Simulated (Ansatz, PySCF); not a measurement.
Gas-phase reaction (SMILES): Cl[SiH2][SiH2]Cl + 3 [H][H] (H2) → 2 Cl (HCl) + 2 [SiH4] (SiH4); energy of full hydrogenation.

Each molecule is optimised on its own at B3LYP-D3(BJ)/def2-TZVP (Ansatz, a program for electronic structure), one conformer each, not searched for the lowest. Valence correlation only, unless marked. Spin-orbit coupling is left out. Non-relativistic. Basis-set limits of correlation are two-point, X^-3; Hartree-Fock from the larger set. Thermal terms are rigid-rotor harmonic-oscillator values from B3LYP-D3(BJ) frequencies (PySCF) at 298.15 K and 1 atm. 1 Eh = 627.5095 kcal/mol.

| species | E, CCSD(T)/CBS(cc-pV(T+d)Z,cc-pV(Q+d)Z) (Ansatz) (Eh) | E, B3LYP-D3(BJ)/def2-TZVPD (Ansatz + dftd3) (Eh) | H - E (Eh) | G - E (Eh) |
|---|---|---|---|---|
| Cl[SiH2][SiH2]Cl | -1500.19761 | -1502.02123 | 0.04543 | 0.00544 |
| [H][H] (H2) | -1.17450 | -1.17983 | 0.01336 | -0.00144 |
| Cl (HCl) | -460.37849 | -460.83744 | 0.01000 | -0.01120 |
| [SiH4] (SiH4) | -291.45815 | -291.91976 | 0.03520 | 0.01198 |

Problem. Work out ΔE and ΔH, ΔG, ΔS and the equilibrium constant at 298.15 K at the first level, then ΔH at the second.

Solution. 
1. ΔE = [2×(-460.37849) + 2×(-291.45815)] - [(-1500.19761) + 3×(-1.17450)] = 0.04783 Eh = 30.0 kcal/mol at CCSD(T)/CBS(cc-pV(T+d)Z,cc-pV(Q+d)Z).
2. The terms H - E add up to 0.00489 Eh, so ΔH = (0.04783 + (0.00489))×627.5095 = 33.1 kcal/mol.
3. The terms G - E add up to 0.00044 Eh, so ΔG = 30.3 kcal/mol, and ΔS = (0.00489 - (0.00044))×627509.5/298.15 = 9.4 cal/(mol K).
4. log10 K = -ΔG/(RT ln 10) = -22.2, with RT ln 10 = 1.3642 kcal/mol.
5. At B3LYP-D3(BJ)/def2-TZVPD the same steps give ΔE = 29.1 and ΔH = 32.1 kcal/mol, a shift of -1.0 from the first level.
6. These values are not checked against measurement here, since the tables used lack a sound gas-phase enthalpy of formation for at least one species.
